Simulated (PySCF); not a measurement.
Point-charge models of `F[C@@H]1[SiH2]C[SiH2]C[Si@H]1P` against its computed dipole.

Coordinates (GFN2-xTB, Å) and charges (e) from the PBE0/pcSseg-1 density (PySCF):

```tsv
atom	x	y	z	Mulliken	IAO	Hirshfeld	ESP-fitted
F1	1.449	2.332	0.799	-0.3450	-0.3289	-0.1272	-0.2697
C2	0.647	1.449	0.061	-0.3562	-0.3606	-0.1175	+0.0614
Si3	-1.177	1.711	0.584	+0.6541	+0.7573	+0.3312	+0.3399
C4	-2.204	0.398	-0.321	-0.8654	-0.8375	-0.2484	-0.4783
Si5	-1.661	-1.401	-0.028	+0.6520	+0.7686	+0.3416	+0.4248
C6	0.168	-1.568	-0.516	-0.8552	-0.8314	-0.2515	-0.4035
Si7	1.336	-0.326	0.324	+0.5857	+0.7240	+0.2975	+0.3754
P8	3.326	-0.413	-0.717	-0.2161	-0.1114	-0.0255	-0.4069
H9	0.794	1.753	-0.982	+0.1597	+0.1502	+0.0357	+0.0906
H10	-1.588	3.071	0.211	-0.0650	-0.1144	-0.0771	-0.1007
H11	-1.259	1.548	2.038	-0.0485	-0.1182	-0.0747	-0.0746
H12	-3.245	0.506	-0.024	+0.1770	+0.1682	+0.0443	+0.1541
H13	-2.177	0.602	-1.391	+0.1728	+0.1620	+0.0433	+0.1204
H14	-2.469	-2.312	-0.855	-0.0694	-0.1214	-0.0820	-0.1240
H15	-1.838	-1.761	1.383	-0.0535	-0.1266	-0.0798	-0.1046
H16	0.510	-2.576	-0.290	+0.1780	+0.1672	+0.0430	+0.1369
H17	0.262	-1.457	-1.596	+0.1803	+0.1635	+0.0405	+0.1139
H18	1.379	-0.550	1.780	-0.0155	-0.1164	-0.0778	-0.1201
H19	3.941	0.500	0.119	+0.0729	+0.0076	-0.0058	+0.1372
H20	3.798	-1.494	0.007	+0.0575	-0.0017	-0.0098	+0.1279
```

Question: What dipole does each set of charges give (1 e·Å = 4.803 D), and what does the density give?

Answer: The full density gives (-1.46, -1.35, -0.62) D, 2.08 D in size; dipole vectors point from the negative to the positive end.

```
    scheme     μx     μy     μz  size (D)  share of the full size (%)  angle to the full dipole (°)
  Mulliken  -2.51  -2.54   1.17      3.76                         181                            35
       IAO  -2.40  -2.27  -0.39      3.33                         160                            11
 Hirshfeld  -0.86  -0.94  -0.59      1.40                          67                             9
ESP-fitted  -1.44  -1.37  -0.67      2.10                         101                             2
```

Question: Which set comes closest?

Answer: Length of the difference vector: ESP-fitted 0.06 D, Hirshfeld 0.73 D, IAO 1.34 D, Mulliken 2.39 D. Closest: ESP-fitted. 

Question: What is left for the Hirshfeld atoms' own dipoles?

Answer: The shares of the density sum to the whole, so what Σ q r misses lies in dipoles about the nuclei. The atomic dipoles sum to (-1.46, -1.35, -0.62) − (-0.86, -0.94, -0.59) = (-0.60, -0.41, -0.03) D, 0.73 D in size.

Question: With the origin at the mean of the coordinates, (0.000, 0.001, 0.029) Å, which are the largest single terms, by size, of the Mulliken dipole along the direction of the full one?

Answer: Si5 +6.55, C4 -5.79, F1 +4.57, C6 -4.35, C2 +2.40 D; all 20 atoms together +3.06 D. The single terms depend on the origin, their sum doesn't.

Question: Give the size of the full dipole in other units.

Answer: 2.08 D = 0.819 au = 0.433 e·Å = 6.94 × 10⁻³⁰ C·m.

Isolated species at its GFN2-xTB geometry (one conformer only).

The run behind these numbers computed NMR shieldings as well. Hardware: one thread, Arm Neoverse N1 (aarch64), no GPU (shared host). Cost: 87 s wall, 1.1 GiB resident at most.
